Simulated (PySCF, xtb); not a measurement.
BBr2, SMILES [B-](Br)Br (connectivity only; charge and spin as stated), charge -1, multiplicity 1.

GFN2-xTB (xtb) at its own geometry gives an orbital gap of 1.94 eV.

Coordinates come from a B3LYP-D3(BJ)/def2-SVPD optimisation.

Task: What does PBE/def2-TZVPD in PySCF give? (The exact figures need the calculation; the answer reports its results.)

Result: gap 2.05 eV (levels 0.18 and 2.23 eV).
